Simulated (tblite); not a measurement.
C6H10SSi.
Atom-mapped SMILES: `[CH:1]#[C:2][CH2:3][C@H:4]1[CH2:5][CH2:6][S:7][SiH2:8]1` (hydrogens: H9 on C1; H10, H11 on C3; H12 on C4; H13, H14 on C5; H15, H16 on C6; H17, H18 on Si8)

Geometry (GFN2-xTB, Å), atoms numbered from 1 in this order:
```xyz
18
C6H10SSi angstrom
C      2.1018   -0.9324    1.9570
C      1.8251   -0.8340    0.7968
C      1.4585   -0.7187   -0.5993
C      0.1340    0.0280   -0.7896
C     -1.0280   -0.7074   -0.1223
C     -2.2740    0.1568   -0.1546
S     -1.9152    1.8098    0.5573
Si     0.1251    1.8045   -0.0853
H      2.3600   -1.0178    2.9700
H      2.2556   -0.1913   -1.1316
H      1.3781   -1.7263   -1.0228
H     -0.0633    0.0753   -1.8676
H     -0.7649   -0.9253    0.9163
H     -1.2350   -1.6566   -0.6260
H     -2.6245    0.3145   -1.1753
H     -3.0825   -0.2663    0.4382
H      0.9987    1.9958    1.0615
H      0.3416    2.7978   -1.1343
```

Method: GFN2-xTB as coded in tblite; computed harmonic values from a numerical Hessian at the method's own geometry, unscaled. The method is semi-empirical: single wavenumbers can be off by several per cent or more. Modes of hydrogen on silicon can be 10 to 20 % off. One conformer, not necessarily the lowest.

Harmonic wavenumbers (cm⁻¹): 48.9, 79.7, 126.8, 210.5, 245.4, 292.5, 304.4, 333.4, 430.4, 494.8, 512.1, 532.5, 573.0, 641.5, 653.3, 668.2, 692.4, 695.2, 774.8, 840.4, 907.8, 942.5, 976.6, 1025.7, 1069.4, 1097.1, 1121.6, 1160.7, 1189.5, 1230.6, 1255.5, 1283.5, 1321.5, 1341.6, 1454.5, 1459.9, 1487.1, 2282.6, 2293.9, 2344.8, 2906.3, 2924.2, 2944.6, 2954.9, 2968.8, 2978.8, 3013.4, 3397.8.

A = 2424, B = 984.1, C = 911.6 MHz; mass 142.027 u (most abundant isotopes); point group C1, symmetry number 1.

Task: Zero-point energy?

Result: ½Σν̃ = 30243 cm⁻¹ = 86.47 kcal/mol.

Task: What is S at 200 K and 1 bar for an ideal gas of classical rigid rotors and harmonic oscillators?

Result: Translation 38.81, rotation 28.19, vibration 16.09: S = 83.1 cal/(mol K).

Task: And Cp and H(200 K) − H(0)?

Result: Cp = 27.53 cal/(mol K), of which vibrations give 19.58 (their classical limit is 48 R = 95.4); H(200 K) − H(0) = 3.40 kcal/mol without the zero-point energy, 1.81 from vibrations.

Task: What must be added to the electronic energy to get the Gibbs energy at 200 K and 1 bar?

Result: ZPE + [H(200 K) − H(0)] − T·S = 86.47 + 3.40 − 16.62 = 73.25 kcal/mol.

Task: Blend soft modes into free rotors: weight 1/[1 + (100 cm⁻¹/ν̃)⁴] for the oscillator and the rest for a rotor with moment μB/(μ + B), μ = h/(8π²ν), B = 10⁻⁴⁴ kg m². What vibrational entropy results?

Result: 14.97 cal/(mol K) in place of 16.09, which changes −T·S at 200 K by +0.22 kcal/mol.

Task: Which modes carry the vibrational entropy at 200 K?

Result: 48.9 cm⁻¹: 4.07; 79.7 cm⁻¹: 3.12; 126.8 cm⁻¹: 2.24; 210.5 cm⁻¹: 1.34; 245.4 cm⁻¹: 1.10; 292.5 cm⁻¹: 0.84 cal/(mol K); the other 42 give 3.38 together.

Task: How do the functions run with temperature in this model?

Result: 
| T (K) | S (cal/(mol K)) | Cp (cal/(mol K)) | H − H(0) (kcal/mol) | G − H(0) (kcal/mol) | ln q(vib) |
| --- | --- | --- | --- | --- | --- |
| 100 | 68.2 | 16.8 | 1.20 | -5.62 | 1.36 |
| 300 | 96.3 | 38.5 | 6.71 | -22.19 | 5.89 |
| 500 | 120.4 | 56.0 | 16.28 | -43.92 | 10.82 |
| 800 | 150.6 | 72.1 | 35.72 | -84.72 | 18.03 |
| 1000 | 167.4 | 79.1 | 50.87 | -116.56 | 22.50 |

q(vib) and H(0) count from the zero-point level.

Hindered rotation and anharmonicity are outside this model. Other conformers, if any are populated, would add a mixing term that is left out. The structure is chiral; the term R ln 2 for an equal mix with its mirror image is left out.

Time: 1.3 s of wall time. Hardware: Arm Neoverse N1, one thread, no GPU, shared host with 64 logical CPUs at a one-minute load of 60. The figure is for the frequency step alone.
